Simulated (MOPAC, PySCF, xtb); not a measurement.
Pair of molecules: H2O (SMILES O) (first 3 atoms) with C2H6O (SMILES CCO); geometry from B3LYP-D3(BJ)/def2-TZVP, rigid monomers moved along the line of their centres of mass till H2···O6 is 2.16 Å.
(charge 0, multiplicity 1):
| atom | x (Å) | y (Å) | z (Å) |
|---|---|---|---|
| O | -0.2192 | 0.3078 | 0.1725 |
| H | 0.3039 | 0.1022 | 0.9666 |
| H | 0.1251 | -0.2641 | -0.5197 |
| C | -1.2986 | 0.3954 | 3.7984 |
| C | -0.2643 | -0.7111 | 3.7169 |
| O | 0.9132 | -0.3140 | 2.9971 |
| H | -2.1897 | 0.0432 | 4.3228 |
| H | -1.5881 | 0.7222 | 2.7993 |
| H | -0.9092 | 1.2562 | 4.3492 |
| H | 0.0176 | -1.0616 | 4.7153 |
| H | -0.6566 | -1.5638 | 3.1631 |
| H | 1.2926 | 0.4598 | 3.4291 |

Monomers are frozen at their geometry in the pair; levels with a basis set take the counterpoise correction. Rows marked so take none.

Rows in 3-21G carry no dispersion term and start afresh at each structure. The state that PM6 reach isn't checked.

Run with MOPAC for PM6 (differences of heats of formation); PySCF for 3-21G rows; xtb for the GFN methods. 

Task: Give the interaction energy at the level GFN1-xTB.

Result: -4.8 kcal/mol

Task: What interaction energy does B3LYP/3-21G (no counterpoise) give?

Result: -11.2 kcal/mol

Task: What is the computed interaction energy (PM6)?

Result: -4.3 kcal/mol
